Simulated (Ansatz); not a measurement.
Consider the cleavage of the Si–Si bond: `OP[SiH2][SiH3]` + `[NH2][AlH2]` → `[AlH2][NH][SiH3]` + `OP[SiH3]`.

Program: Ansatz. Geometries: PBE0-D4/def2-TZVP. ΔE: electronic, gas phase. CBS: MP2 limit from def2 TZ/QZ plus the TZ coupled-cluster correction, frozen cores. This one scheme is used for every species. Functionals use def2-TZVPP. One conformer a species, not always the lowest.

```tsv
species	B2PLYP energy (Eh)
`OP[SiH2][SiH3]`	-999.41454
`[NH2][AlH2]`	-299.47850
`[AlH2][NH][SiH3]`	-590.07832
`OP[SiH3]`	-708.83339
```

(1) Work out ΔE.

Largest T1 diagnostic among the species: 0.014.

Answers

(1) ΔE = (-590.07832) + (-708.83339) − (-999.41454) − (-299.47850) = -0.01867 Eh = -0.51 eV. CCSD(T)/CBS gives -0.47 eV.

From PBE to PBE0 (25 % exact exchange), in def2-TZVPP and without D4, ΔE moves by −0.07 eV. In def2-TZVPP, CCSD(T) changes the Hartree–Fock value by +0.18 eV (the triples alone add +0.02 eV) and MP2 by +0.12 eV.
